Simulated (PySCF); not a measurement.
From one molecule to another.

First species: C3H5F3OSi2.
SMILES with atom numbers: `[O:1]=[CH:2]/[C:3]([SiH3:4])=[CH:5]\[Si:6]([F:7])([F:8])[F:9]` (hydrogens: H10 on C2; H11, H12, H13 on Si4; H14 on C5)

Second species: 1-fluorobutane, C4H9F.
Numbering: `[CH3:1][CH2:2][CH2:3][CH2:4][F:5]` (hydrogens: H6, H7, H8 on C1; H9, H10 on C2; H11, H12 on C3; H13, H14 on C4)

Cartesian coordinates in Å at the GFN2-xTB level; atoms count from 1:
```xyz
14
C4H9F angstrom
C     -1.9473   -0.0419   -0.0921
C     -0.5484   -0.2188    0.4844
C      0.5308    0.1814   -0.5207
C      1.9319    0.0137    0.0477
F      2.1384    0.8865    1.0907
H     -2.0786   -0.6647   -0.9747
H     -2.1164    0.9945   -0.3763
H     -2.6994   -0.3226    0.6412
H     -0.4413    0.3946    1.3811
H     -0.4023   -1.2624    0.7736
H      0.4539   -0.4326   -1.4201
H      0.3924    1.2258   -0.8071
H      2.6993    0.2392   -0.7002
H      2.0865   -0.9930    0.4501
```

Levels: CAM-B3LYP/def2-SVPD for dipole moment, HOMO energy, LUMO energy, HOMO–LUMO gap, static isotropic polarisability and electronic spatial extent ⟨r²⟩ about the centre of nuclear charge; TDDFT CAM-B3LYP/def2-SVPD for lowest singlet excitation; TDA CAM-B3LYP/def2-SVPD for lowest triplet excitation (Tamm–Dancoff); GFN2-xTB for rotational constant A and rotational constant C. Geometries: GFN2-xTB. Each structure is a single optimised conformer of the isolated species, non-relativistic unless stated. Electronic properties by PySCF.

Dipoles, sizes and rotational constants follow the conformer. The torsions of the flexible species, by atom-mapped SMILES:
- `[O:1]=[CH:2]/[C:3]([SiH3:4])=[CH:5]\[Si:6]([F:7])([F:8])[F:9]`: O1–C2–C3–Si4 180°, C3–C5–Si6–F7 71°
- `[CH3:1][CH2:2][CH2:3][CH2:4][F:5]`: C1–C2–C3–C4 180°, C2–C3–C4–F5 -66°

Task: Which of the two has the higher dipole moment, and by how much?

Result: The first: 6.07 D against 1.85 D, a difference of 4.22 D.

Task: Which has the higher LUMO energy?

Result: The second: 1.43 eV against -2.24 eV, a difference of 3.67 eV.

Task: Which has the higher HOMO–LUMO gap?

Result: The second: 11.95 eV against 8.25 eV, a difference of 3.70 eV.

Task: Which has the higher ⟨r²⟩?

Result: The first: 1841 bohr² against 587 bohr², a difference of 1254 bohr².

Task: Which has the higher T1 energy?

Result: The second: 8.68 eV against 3.19 eV, a difference of 5.49 eV.

Task: Which of the two has the higher static isotropic polarisability, and by how much?

Result: The first: 85.0 au against 51.6 au, a difference of 33.4 au.

Task: Which of the two has the higher rotational constant A, and by how much?

Result: The second: 12.847 GHz against 2.211 GHz, a difference of 10.636 GHz.

Task: Which of the two has the higher S1 energy, and by how much?

Result: The second: 8.90 eV against 3.89 eV, a difference of 5.01 eV.

On the first: The 8 singlets span 3.89 to 7.86 eV, and their oscillator strengths add up to 0.19. The vertical singlet–triplet gap S1 − T1 is 0.70 eV (TDDFT singlet less Tamm–Dancoff triplet).

On the second: In atomic units the dipole is 0.73 e·bohr (1 au = 2.5417 D). The polarisability is 7.65 Å³ as a volume (1 au = 0.148185 Å³), or 1.23 au for each of the 42 electrons.
